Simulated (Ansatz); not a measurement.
Relaxation of the cluster Ge₃O₄⁺ with UKS r2SCAN-D4/def2-SVP.

```sh
$ ansatz run in.yaml --threads 4 --pin off --events-out ev --progress --plain --max-ram 4787MiB
```

```yaml
crystal:
  periodic: [false, false, false]
  atoms:
    - {symbol: Ge, position_ang: [-0.408430, -1.181620, -1.169230]}
    - {symbol: Ge, position_ang: [-0.296630, 2.188570, 2.814160]}
    - {symbol: Ge, position_ang: [1.127130, 0.523220, -0.057280]}
    - {symbol: O, position_ang: [-1.362730, -2.257600, -1.867210]}
    - {symbol: O, position_ang: [-0.132830, 0.571970, -1.370600]}
    - {symbol: O, position_ang: [0.775970, -1.248450, 0.165060]}
    - {symbol: O, position_ang: [0.297530, 1.403920, 1.485090]}
basis:
  gaussian: {orbitals: def2-SVP}
total_charge: 1
magnetization: {spin_polarized: true, initial_magnetization: 1}
hamiltonian: {xc: r2scan, dispersion: d4}
scf: {lower_state_search: "off"}
output: {orbitals: {seedname: orbitals}}
relax: {f_tol: 0.02, max_steps: 100}
```

It took 36 s on 4 threads of Arm Neoverse V1 on a shared host.

Positions (Å) and forces (eV/Å) at steps 1, 2, 3, 4, 5, 6 of 6:

```xyz
7
step=1 energy=-177703.8843 eV
Ge   -0.408   -1.182   -1.169   -0.264   -0.390   -0.332
Ge   -0.297    2.189    2.814   -0.382    0.479    0.817
Ge    1.127    0.523   -0.057   -0.273    0.446    0.677
O    -1.363   -2.258   -1.867   -0.775   -0.835   -0.535
O    -0.133    0.572   -1.371    0.491    0.508    0.416
O     0.776   -1.248    0.165    0.468    0.592    0.364
O     0.298    1.404    1.485    0.735   -0.800   -1.406
7
step=2 energy=-177703.9736 eV
Ge   -0.399   -1.214   -1.212   -0.127    0.013    0.084
Ge   -0.288    2.201    2.822   -0.186    0.212    0.368
Ge    1.131    0.543   -0.035   -0.583   -0.018    0.314
O    -1.381   -2.293   -1.900   -0.234   -0.307   -0.233
O    -0.139    0.568   -1.331    0.270    0.386   -0.009
O     0.754   -1.219    0.174    0.414    0.121    0.228
O     0.321    1.413    1.483    0.446   -0.407   -0.752
7
step=3 energy=-177703.9956 eV
Ge   -0.443   -1.206   -1.177    0.166   -0.097   -0.202
Ge   -0.304    2.193    2.819   -0.006    0.007    0.007
Ge    1.118    0.554   -0.015   -0.143   -0.228   -0.188
O    -1.399   -2.304   -1.903    0.102    0.191    0.157
O    -0.097    0.577   -1.353   -0.070    0.061    0.148
O     0.802   -1.218    0.157   -0.083    0.096    0.123
O     0.324    1.404    1.472    0.034   -0.029   -0.046
7
step=4 energy=-177703.9973 eV
Ge   -0.428   -1.251   -1.189    0.081    0.240   -0.128
Ge   -0.243    2.252    2.832   -0.061    0.103    0.155
Ge    1.057    0.538   -0.004    0.238    0.186   -0.084
O    -1.342   -2.312   -2.005   -0.002   -0.055    0.077
O    -0.166    0.562   -1.316   -0.119   -0.111    0.025
O     0.766   -1.223    0.188   -0.117   -0.227    0.081
O     0.357    1.434    1.494   -0.021   -0.135   -0.127
7
step=5 energy=-177704.0077 eV
Ge   -0.418   -1.222   -1.194   -0.088   -0.054   -0.087
Ge   -0.281    2.210    2.820    0.013   -0.018   -0.033
Ge    1.099    0.545   -0.020   -0.032   -0.001    0.035
O    -1.377   -2.303   -1.935    0.087    0.073    0.077
O    -0.138    0.577   -1.329    0.017   -0.023    0.023
O     0.774   -1.218    0.185   -0.005    0.022   -0.015
O     0.340    1.412    1.474    0.007    0.001    0.001
7
step=6 energy=-177704.0083 eV
Ge   -0.421   -1.217   -1.201   -0.011   -0.013   -0.013
Ge   -0.278    2.213    2.819    0.003   -0.005   -0.009
Ge    1.097    0.542   -0.016   -0.007    0.001    0.006
O    -1.370   -2.309   -1.933    0.007    0.009    0.008
O    -0.139    0.580   -1.327    0.004    0.002    0.006
O     0.768   -1.219    0.181    0.003    0.008    0.002
O     0.342    1.410    1.476    0.001   -0.001    0.000
```

The relaxation made no stability test and no search for a lower SCF solution. Another isomer (doublet) lies 1.15 eV lower at PBE0-D4/def2-TZVP; other spin states weren't run for this one.
